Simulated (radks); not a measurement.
Values are calculated unless marked as measured or tabulated.
Charge is removed step by step from the 4s1/2 level of the technetium ion Tc2+, starting from [Kr] 4d5. Level of theory: Dirac Kohn-Sham, BLYP, spin-unpolarised, spherical densities, point nucleus; open shells fill j = l - 1/2 first (a radial shooting solver on a logarithmic mesh with Libxc functionals).

| removed (e) | E - E(0) (eV) | eigenvalue (eV) | E minus straight line (eV) |
|---|---|---|---|
| 0 | 0.000 | -89.370 | 0.000 |
| 0.25 | 22.831 | -93.297 | -1.518 |
| 0.5 | 46.657 | -97.331 | -2.041 |
| 0.75 | 71.505 | -101.46 | -1.542 |
| 1 | 97.396 | -105.68 | 0.000 |

Removing the whole electron costs 97.396 eV by Delta-SCF, against 89.370 eV from minus the eigenvalue at the starting occupation. Slater's transition state (half an electron removed) gives 97.331 eV. Integrating minus the eigenvalue over the occupation (Janak's theorem) gives 97.396 eV. The mean slope of the eigenvalue, de/dn, is 16.3 eV per electron.
